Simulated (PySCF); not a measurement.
Excitations are Tamm–Dancoff values on a coarser integration grid. The basis has no diffuse functions, so Rydberg states are missing or too high.

Z-matrix (Å, degrees):
```
Al
O 1 1.6844
H 2 0.9561 1 124.18
O 1 1.6844 2 120.00 3 -179.99
H 4 0.9561 1 124.17 2 0.01
O 1 1.6844 2 120.00 3 0.00
H 6 0.9561 1 124.17 2 -179.99
```
Charge 0, multiplicity 1.

**Question.** What HOMO, total energy, LUMO, brightest of the four lowest singlets (TDA) and S1–T1 gap (TDA) does CAM-B3LYP-D3(BJ)/def2-TZVP (PySCF) give?

**Answer.** 
| Item | Value |
|---|---|
| HOMO | -10.55 eV |
| total energy | -12793.19 eV |
| LUMO | 0.41 eV |
| brightest of the four lowest singlets (TDA) | 8.01 eV |
| S1–T1 gap (TDA) | 0.38 eV |
